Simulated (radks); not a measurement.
Question: The mean radii <r> (bohr) of the occupied orbitals of an atom or ion are listed with their occupations. All-electron calculation, scalar-relativistic Kohn-Sham, PBE, spin-unpolarised, spherical densities, point nucleus. Program: a radial shooting solver on a logarithmic mesh with Libxc functionals.

orbital  occ.      <r>
1s          2  0.02409
2s          2   0.1030
2p          6  0.09048
3s          2   0.2704
3p          6   0.2680
3d         10   0.2442
4s          2   0.5769
4p          6   0.5958
4d          1   0.6114

Name the element and its charge.

Answer: Z = 59, praseodymium, charge +22: Pr22+ in [Kr] 4d1. The 1s radius gives Z: for a bare nucleus <r> = (2 gamma + 1)/(2Z) with gamma = sqrt(1 - (Z/c)^2), 0.02377 bohr for Z = 59, and screening makes it slightly larger (0.02409 here). The occupations add up to 37, and the charge is Z minus that.
